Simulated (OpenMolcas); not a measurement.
Fe3+: ligand-field states by method

Fe3+ with 4 ligands (chloride) in tetrahedral coordination (Td) at 2.25 Å. A charge of +0.25 e stands 2.4 Å behind each ligand. Ligand basis ANO-RCC-VDZP.

```yaml
Program: OpenMolcas 26.06
Basis: ANO-RCC-VTZP [6s5p3d2f1g]
Scalar_Hamiltonian: DKH2, point nucleus
Active_space: 5 electrons in 5 orbitals (3d)
State_averaging: 2S+1 = 6 even, 1 root; 2S+1 = 4 even, 24 roots; 2S+1 = 2 even, 75 roots
Spin-orbit_coupling: RASSI with atomic mean-field integrals over the reference wave functions
```

I. CASSCF
II. SS-CASPT2, IPEA 0.25 Eh, imaginary shift 0.1 Eh (closed shells correlated: 3s 3p and the ligand valence shells)

Spin-free states (labels of Td) in cm-1, each column counted from its own energy of the first state listed:

| State | Degeneracy | I | II |
| --- | --- | --- | --- |
| 6A1 | 1 | 0 | 0 |
| 4T1 | 3 | 30941 | 17830 |
| 4T2 | 3 | 32420 | 18470 |
| 4E | 2 | 33354 | 19980 |
| 4A1 | 1 | 33378 | 21270 |
| 4T2 | 3 | 39841 | 23240 |
| 4T1 | 3 | 40629 | 29790 |
| 4E | 2 | 41510 | 26210 |
| 2T2 | 3 | 43915 | 21320 |
| 2A2 | 1 | 44800 | 22200 |
| 2T1 | 3 | 45686 | 23900 |
| 2T2 | 3 | 45881 | 23300 |
| 2E | 2 | 46312 | 24040 |
| 2A1 | 1 | 47319 | 26630 |
| 2T2 | 3 | 50276 | 25730 |
| 2E | 2 | 51422 | 26480 |
| 2T1 | 3 | 53308 | 28500 |
| 4T1 | 3 | 54250 | 34930 |
| 2T2 | 3 | 55093 | 32010 |
| 2A2 | 1 | 55127 | 34830 |

From I to II, I's first state of another spin (4T1) moves from 30941 to 17830 cm-1, by about -13000 cm-1.

I: A least-squares ligand-field fit to the states below 45000 cm-1, each weighted by its degeneracy and with a free common offset, gives 10Dq = -4182 cm-1 (negative for this site), B = 1192 cm-1 and C = 4204 cm-1 (C/B = 3.53), with an rms deviation of 195 cm-1. The same method and metal basis give the free ion B = 1296 cm-1 (fit to its terms below 60000 cm-1, rms deviation 21 cm-1), so the nephelauxetic ratio is β = 1192 / 1296 = 0.92; it hangs on how both fits weigh the states, and computed free-ion B values tend to be too large, so β mixes covalency with correlation.

χT at 300 K: I 4.39, II 4.38 cm3 K/mol.

Roots that are degenerate in the reference are averaged as groups; the widest CASPT2 spread within a group is 870 cm-1 (the 2-fold group of multiplicity 2 near 26500 cm-1 above the lowest state of its run, II). Shifts and gaps below about the spread of the groups concerned are not significant. Over all roots computed the reference weight is 0.65 to 0.73 in II; the roots of lowest weight are the least certain, and an intruder state may touch them. Ligand-to-metal charge-transfer states are missing. With no ligand orbital active B as a rule stays too high, so bands that hang on it stand too high and its fall with covalency is understated. Without dynamic correlation the repulsion within the d shell is too large (B by tens of per cent), so at a given field states of lower spin stand too high (holds for I). With metal d orbitals alone and no dynamic correlation the field as a rule comes out too small, by tens of per cent, by up to half for chloride and softer ligands (holds for I). With one d shell and no ligand orbital active, 10Dq can be off by a tenth or more (holds for II). No measured value stands beside these numbers; the geometry was imposed, not optimised, and the real ion may take another.
